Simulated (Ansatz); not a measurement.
Abstraction of H: C2H6Sn + C2H7O2Si → C2H5Sn + C2H8O2Si

Species: C2H6Sn `C=[CH][SnH3]`, singlet; C2H7O2Si `CO[Si](C)O`, doublet; C2H5Sn `C=[CH][SnH2]`, doublet; C2H8O2Si `CO[SiH](C)O`, singlet. A radical takes H: the energy is the difference in strength between the Sn–H bond broken and the Si–H bond made.

Shapes, held fixed at every level: PBE0-D4/def2-TZVP. Flexible molecules stand in one conformer, not always the lowest. Programs: Ansatz 0.2.0. Electronic energies: no zero-point or thermal term.

```
               level                    kind  ΔE (kJ/mol)  less CCSD(T)/def2-TZVPP
      MP2/def2-TZVPP     perturbation theory        -72.9                    +10.3
       HF/def2-TZVPP            Hartree–Fock        -88.9                     -5.7
   PBE-D4/def2-TZVPP                     GGA        -74.9                     +8.3
r2SCAN-D4/def2-TZVPP                meta-GGA        -80.4                     +2.8
  wB97M-V/def2-TZVPP  range-separated hybrid        -92.4                     -9.2
  wB97X-V/def2-TZVPP  range-separated hybrid        -81.5                     +1.7
     CCSD/def2-TZVPP   coupled cluster or CI        -85.1                     -1.9
  CCSD(T)/def2-TZVPP   coupled cluster or CI        -83.2                      0.0
```

The highest level, CCSD(T)/def2-TZVPP, gives ΔE = -83.2 kJ/mol; the levels span -92.4 to -72.9. The column of differences is taken from that level and isn't an error. No measured value is set beside it here. Spin contamination: C2H5Sn (⟨S²⟩ up to 0.83). Open shells run unrestricted. For atoms past krypton def2 sets carry core potentials with scalar relativity. Outer-core shells of Sn are correlated in most correlated rows, in sets that cover them unevenly.
